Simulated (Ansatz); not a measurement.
An input meant for (CdS)6 prism (Cd6S6) (charge 0, singlet; atoms displaced at random, 0.03 Å in each coordinate; with a point charge).

```yaml
crystal:
  periodic: [true, true, true]
  atoms:
    - {symbol: Cd, position_ang: [1.137322, -0.898504, -1.976980]}
    - {symbol: S, position_ang: [-0.428942, -2.691805, -1.454035]}
    - {symbol: Cd, position_ang: [-2.042511, -1.154560, -0.354053]}
    - {symbol: S, position_ang: [-2.868781, 1.160297, -0.131503]}
    - {symbol: Cd, position_ang: [-0.706538, 2.098070, -0.909436]}
    - {symbol: S, position_ang: [1.353208, 1.585763, -2.257318]}
    - {symbol: Cd, position_ang: [2.032072, 1.121095, 0.388942]}
    - {symbol: S, position_ang: [2.849985, -1.162562, 0.135156]}
    - {symbol: Cd, position_ang: [0.700410, -2.053119, 0.957906]}
    - {symbol: S, position_ang: [-1.389692, -1.631936, 2.201777]}
    - {symbol: Cd, position_ang: [-1.147449, 0.819875, 1.914281]}
    - {symbol: S, position_ang: [0.434018, 2.616453, 1.485744]}
basis:
  gaussian: {orbitals: def2-TZVP, fitting: {mean_field: def2-universal-jkfit}, nuclear_model: gaussian, point_charges: [{charge: -1.00, position_ang: [7.027, -0.982, 0.380]}]}
hamiltonian: {xc: {name: wB97M-V}, pseudopotentials: {relativity: none}}
scf: {omitted_lower_state_checks: [starts]}
```

```sh
$ ansatz run in.yaml --threads 2 --pin off --events-out ev --progress --plain --max-ram 32768MiB --backend cuda --devices 0, --max-vram 18GiB
```

Shortened log:

```
Error: YAML parse error: error: line 2 column 3: crystal: missing field `lattice` (a structure is typed as `lattice` and `atoms`, a molecule's as `atoms` in Å alone, or read from a run's directory, `checkpoint`)
 --> <input>:2:3
1 | crystal:
2 |   periodic: [true, true, true]
3 |   atoms:
4 |     - {symbol: Cd, position_ang: [1.137322, -0.898504, -1.976980]}
```

In this input the species is marked periodic without a cell. The input was rejected before any iteration.
